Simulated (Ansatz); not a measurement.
`OB(Br)O[SiH3]` + HCl → `[SiH3]OB(Cl)Br` + H₂O at 600 K and 1 bar (ligand exchange at a B–O bond).

Isolated molecules relaxed with PBE0-D4/def2-TZVP in Ansatz; ΔE leaves out vibrations. CBS: MP2 limit from def2 TZ/QZ plus the TZ coupled-cluster correction, frozen cores. This one scheme is used for every species. For Br outer-core shells are correlated without core-valence functions, which leaves a few kJ/mol of doubt a bond. Scalar relativity is left out up to krypton. One conformer a species, not always the lowest.

```csv
species,CCSD(T)/CBS energy (Eh),H − E (kJ/mol),S (J/(mol·K))
`OB(Br)O[SiH3]`,-3040.13124,191.6,447.4
HCl,-460.38127,35.4,207.2
`[SiH3]OB(Cl)Br`,-3424.11513,153.0,450.3
H₂O,-76.37941,76.8,212.8
```

H − E and S are ideal-gas, rigid-rotor, harmonic terms from PBE0-D4/def2-TZVP, for one conformer and one mirror image of each species. 1 Eh = 2625.50 kJ/mol, R = 8.31446 J/(mol·K).

Q: By hand: ΔE, ΔH, ΔS and ΔG.

A: ΔE = (-3424.11513) + (-76.37941) − (-3040.13124) − (-460.38127) = 0.01797 Eh = 47.2 kJ/mol. Δ(H − E) = 153.0 + 76.8 − 191.6 − 35.4 = 2.8, so ΔH = 50.0 kJ/mol. ΔS = 450.3 + 212.8 − 447.4 − 207.2 = 8.5 J/(mol·K). ΔG = 50.0 − 600 × (8.5)/1000 = 44.9 kJ/mol.

Q: By hand: the equilibrium constant, and the temperature at which ΔG would vanish if ΔH and ΔS stayed fixed.

A: log₁₀ K = −ΔG/(RT ln 10) = -3.9. ΔG = 0 at ΔH/ΔS = 5882 K, far beyond where these terms or the molecules hold.

The number of gas molecules stays the same, so ΔS is small and ΔH decides. A doubt of 5 kJ/mol in ΔE shifts log₁₀ K by 0.4 here. Other conformers and mirror images would add mixing entropy, several J/(mol·K) or more a flexible species. These are equilibria of isolated gas molecules and say nothing of rates. Largest T1 diagnostic: 0.011 (customary marks: 0.02 for closed shells, 0.045 for open ones).
